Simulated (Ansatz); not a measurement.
Geometry optimisation of `FCC1=C[SiH2]1`.

```yaml
crystal:
  periodic: [false, false, false]
  atoms:
    - {symbol: F, position_ang: [-0.703676, 0.214131, -2.270742]}
    - {symbol: C, position_ang: [-0.370553, -0.752994, -1.339025]}
    - {symbol: C, position_ang: [0.001582, -0.158943, -0.030604]}
    - {symbol: C, position_ang: [0.375477, -0.539134, 1.207306]}
    - {symbol: Si, position_ang: [0.296424, 1.289478, 1.067861]}
    - {symbol: H, position_ang: [-1.237804, -1.443081, -1.209648]}
    - {symbol: H, position_ang: [0.480639, -1.356678, -1.734658]}
    - {symbol: H, position_ang: [0.551594, -1.489731, 1.736116]}
    - {symbol: H, position_ang: [-0.850354, 2.068056, 1.640392]}
    - {symbol: H, position_ang: [1.539871, 2.117796, 0.936002]}
basis:
  gaussian: {orbitals: def2-TZVP}
hamiltonian: {xc: pbe0, dispersion: d4}
relax: {f_tol: 0.005, max_steps: 150}
```

```sh
$ ansatz run in.yaml --threads 4 --pin off --events-out ev --progress --plain --max-ram 10444MiB
```

Shortened log:

```
Functional definition: PBE0
mean field -13777.50492613 eV, -506.3139673070 hartree, gradient 1.7e-5 eV, S^2 0.000000; 0 other end points of the search recorded, 0 dependent functions left out
relax step   1: F+E_penalty+E_count = -13777.67024562 eV  Δ(F+E_penalty+E_count) = +0.000e0 eV  max|allowed force component| = 7.032e-1 eV/Å  Δτ_max = 0.0000 Å  (30 SCF iters, accepted)
mean field -13777.55452383 eV, -506.3157899890 hartree, gradient 1.3e-5 eV, S^2 0.000000; 0 other end points of the search recorded, 0 dependent functions left out
relax step   2: F+E_penalty+E_count = -13777.72058729 eV  Δ(F+E_penalty+E_count) = -5.034e-2 eV  max|allowed force component| = 4.686e-1 eV/Å  Δτ_max = 0.0285 Å  (34 SCF iters, accepted)
mean field -13777.56246869 eV, -506.3160819571 hartree, gradient 1.3e-5 eV, S^2 0.000000; 0 other end points of the search recorded, 0 dependent functions left out
relax step   3: F+E_penalty+E_count = -13777.72898695 eV  Δ(F+E_penalty+E_count) = -8.400e-3 eV  max|allowed force component| = 6.673e-2 eV/Å  Δτ_max = 0.0154 Å  (34 SCF iters, accepted)
mean field -13777.56288885 eV, -506.3160973976 hartree, gradient 1.2e-5 eV, S^2 0.000000; 0 other end points of the search recorded, 0 dependent functions left out
relax step   4: F+E_penalty+E_count = -13777.72938603 eV  Δ(F+E_penalty+E_count) = -3.991e-4 eV  max|allowed force component| = 3.910e-2 eV/Å  Δτ_max = 0.0057 Å  (33 SCF iters, accepted)
mean field -13777.56331061 eV, -506.3161128971 hartree, gradient 1.2e-5 eV, S^2 0.000000; 0 other end points of the search recorded, 0 dependent functions left out
relax step   5: F+E_penalty+E_count = -13777.72972666 eV  Δ(F+E_penalty+E_count) = -3.406e-4 eV  max|allowed force component| = 1.581e-2 eV/Å  Δτ_max = 0.0135 Å  (33 SCF iters, accepted)
mean field -13777.56332250 eV, -506.3161133339 hartree, gradient 1.2e-5 eV, S^2 0.000000; 0 other end points of the search recorded, 0 dependent functions left out
relax step   6: F+E_penalty+E_count = -13777.72973551 eV  Δ(F+E_penalty+E_count) = -8.842e-6 eV  max|allowed force component| = 5.021e-3 eV/Å  Δτ_max = 0.0013 Å  (35 SCF iters, accepted)
mean field -13777.56333289 eV, -506.3161137158 hartree, gradient 1.2e-5 eV, S^2 0.000000; 0 other end points of the search recorded, 0 dependent functions left out
relax step   7: F+E_penalty+E_count = -13777.72973817 eV  Δ(F+E_penalty+E_count) = -2.663e-6 eV  max|allowed force component| = 1.775e-3 eV/Å  Δτ_max = 0.0011 Å  (35 SCF iters, accepted)
mean field -13777.56333289 eV, -506.3161137157 hartree, gradient 1.2e-5 eV, S^2 0.000000; 1 other end points of the search recorded, 0 dependent functions left out
Total energy: -13777.72976981 eV, -506.3222301597 hartree
Atom 0 at    -0.695438     0.182920    -2.268375 Å, force     0.000214     0.001775    -0.000812 eV/Å
Atom 1 at    -0.363990    -0.759843    -1.317114 Å, force     0.000173    -0.001432     0.000907 eV/Å
Atom 2 at     0.000042    -0.133229    -0.034434 Å, force    -0.000314     0.000286    -0.001240 eV/Å
Atom 3 at     0.370446    -0.521925     1.185597 Å, force     0.000678     0.000223     0.000013 eV/Å
Atom 4 at     0.294536     1.275972     1.063456 Å, force    -0.000494    -0.001746    -0.000251 eV/Å
Atom 5 at    -1.225776    -1.423909    -1.188909 Å, force    -0.000111     0.000403     0.000429 eV/Å
Atom 6 at     0.474409    -1.348019    -1.706186 Å, force    -0.000098    -0.000227     0.000572 eV/Å
Atom 7 at     0.538782    -1.470681     1.680506 Å, force     0.000112     0.000211     0.000365 eV/Å
Atom 8 at    -0.830498     2.047637     1.641934 Å, force    -0.000569     0.000151     0.000263 eV/Å
Atom 9 at     1.520686     2.099977     0.946525 Å, force     0.000409     0.000356    -0.000246 eV/Å
Dipole moment:     0.078482    -0.297643     0.215421 e Å
```

Hardware: 4 threads of an Arm Neoverse V2 on a shared host. Wall time 21 s, peak host memory 0.45 GiB.
